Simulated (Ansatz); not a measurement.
# Molecular dynamics, step by step

GeAsH7 (SMILES [GeH4].[AsH3]), closed shell, PBE-D4/def2-SVP (Ansatz 0.2.0). Settings (timestep in fs, temperature in K, friction in 1/fs; T counts 27 degrees of freedom, while the starting velocities carry no drift of the centre of mass, so T starts below the set value):

```yaml
hamiltonian: {xc: pbe, dispersion: d4}
md: {n_steps: 40, timestep: 0.25, temperature: 300, ensemble: nvt_langevin, seed: 281, friction: 0.01, initial_velocities: maxwell_boltzmann}
```

Start (the SMILES describes the start alone):

Ge1  (-0.142, 0.094, -1.794)
H2  (0.355, -1.326, -1.490)
H3  (0.985, 1.099, -1.522)
H4  (-1.341, 0.418, -0.892)
H5  (-0.569, 0.185, -3.264)
As6  (-0.392, 0.129, 2.378)
H7  (0.631, -0.276, 3.429)
H8  (-0.193, -1.168, 1.606)
H9  (0.665, 0.845, 1.549)
(Å)

```tsv
step	time (fs)	potential energy less the start (meV)	kinetic energy (meV)	T (K)
0	0.00	0.0	310.2	267
2	0.50	6.5	296.3	255
4	1.00	20.0	280.5	241
6	1.50	37.3	274.5	236
8	2.00	56.5	246.0	211
10	2.50	73.2	231.4	199
12	3.00	85.9	219.8	189
14	3.50	92.1	221.0	190
16	4.00	93.7	233.3	201
18	4.50	91.6	228.7	197
20	5.00	87.1	236.5	203
22	5.50	81.6	244.7	210
24	6.00	76.3	242.2	208
26	6.50	72.4	262.5	226
28	7.00	71.3	266.3	229
30	7.50	73.5	268.4	231
32	8.00	79.3	261.0	224
34	8.50	87.8	255.8	220
36	9.00	97.7	225.1	194
38	9.50	106.4	230.8	198
40	10.00	113.2	231.8	199
```

Step 18, positions (Å) and forces (eV/Å):

```csv
atom,x,y,z,Fx,Fy,Fz
Ge1,-0.145,0.095,-1.788,-0.720,-0.363,-0.911
H2,0.404,-1.290,-1.459,0.017,-0.445,-0.018
H3,1.009,1.030,-1.600,0.548,0.753,0.177
H4,-1.357,0.376,-0.893,-0.106,0.168,0.249
H5,-0.661,0.186,-3.286,0.259,-0.110,0.508
As6,-0.389,0.131,2.376,0.682,0.883,-0.269
H7,0.639,-0.362,3.420,-0.047,-0.061,-0.098
H8,-0.328,-1.152,1.581,0.056,-0.504,-0.184
H9,0.788,0.746,1.472,-0.690,-0.320,0.546
```

Step 34, positions (Å) and forces (eV/Å):

| atom | x | y | z | Fx | Fy | Fz |
| --- | --- | --- | --- | --- | --- | --- |
| Ge1 | -0.153 | 0.095 | -1.784 | 0.409 | -0.422 | -0.208 |
| H2 | 0.442 | -1.327 | -1.426 | -0.343 | 0.358 | -0.195 |
| H3 | 1.082 | 1.053 | -1.661 | -0.429 | 0.038 | 0.125 |
| H4 | -1.382 | 0.382 | -0.884 | 0.208 | 0.150 | 0.132 |
| H5 | -0.681 | 0.164 | -3.253 | 0.151 | -0.120 | 0.143 |
| As6 | -0.386 | 0.136 | 2.373 | 0.697 | -0.696 | -0.276 |
| H7 | 0.655 | -0.463 | 3.404 | -0.452 | 0.136 | -0.419 |
| H8 | -0.444 | -1.209 | 1.526 | 0.026 | 0.551 | 0.511 |
| H9 | 0.799 | 0.610 | 1.472 | -0.268 | 0.005 | 0.188 |

Step 36, positions (Å) and forces (eV/Å):

```csv
atom,x,y,z,Fx,Fy,Fz
Ge1,-0.154,0.095,-1.784,0.547,-0.397,-0.082
H2,0.441,-1.331,-1.422,-0.359,0.420,-0.206
H3,1.088,1.059,-1.666,-0.530,-0.051,0.123
H4,-1.384,0.385,-0.882,0.226,0.149,0.123
H5,-0.680,0.160,-3.246,0.112,-0.116,0.037
As6,-0.386,0.137,2.372,0.627,-0.840,-0.209
H7,0.656,-0.475,3.401,-0.490,0.159,-0.439
H8,-0.457,-1.212,1.522,0.025,0.609,0.553
H9,0.796,0.591,1.474,-0.158,0.067,0.100
```

Last step (40):

Ge1  (-0.157, 0.095, -1.783)
H2  (0.436, -1.337, -1.416)
H3  (1.089, 1.072, -1.677)
H4  (-1.389, 0.392, -0.879)
H5  (-0.680, 0.151, -3.232)
As6  (-0.385, 0.139, 2.371)
H7  (0.657, -0.499, 3.392)
H8  (-0.479, -1.211, 1.520)
H9  (0.789, 0.554, 1.479)
(Å)

Hardware: 4 CPU threads of an AMD EPYC 7R43, shared host. Wall time about 40 s.
